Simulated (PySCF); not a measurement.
Task: Write a Z-matrix for `C1=C(C2=CO[CH+]S2)CC1` as optimised with GFN2-xTB. (Charge +1.)

Result: 
Z-matrix in Å and degrees, rows numbered from 1:
```
C 
C   1  1.3536
C   2  1.4171  1  134.60
C   3  1.3753  2  128.08  1  -179.40
O   4  1.3275  3  114.64  2   179.67
C   5  1.2894  4  113.81  3     0.03
S   6  1.6887  5  114.27  4     0.02
C   2  1.5103  1   93.67  3  -179.61
C   1  1.4891  2   93.82  3   179.47
H   1  1.0750  2  134.09  3    -0.45
H   4  1.0760  3  127.97  2    -0.30
H   6  1.0770  5  119.91  4  -179.92
H   8  1.0868  2  115.10  1   115.66
H   8  1.0868  2  115.06  1  -115.30
H   9  1.0884  1  114.73  2  -116.50
H   9  1.0883  1  114.91  2   116.98
```

S7 (ring sulfur) is bent (angle 89.4°). The 2 C–O bonds span 1.289 Å (O5–C6, aromatic) to 1.327 Å (C4–O5, aromatic), a spread of 0.038 Å. The C–S distances run from 1.689 Å (C6–S7, aromatic) to 1.755 Å (C3–S7, aromatic), a spread of 0.066 Å. C4 (aromatic CH next to a ring oxygen) is planar (angles 128.0°, 117.4° and 114.6°, sum 360.0°, 0.00 Å off the plane of its three neighbours).

The geometry is computed with GFN2-xTB (gas phase).

Point group: Cs (tolerance 0.08 Å). Not checked by GFN2-xTB frequencies. Torsions: C1–C2–C3–C4 -179°.

One conformer stands for the species.
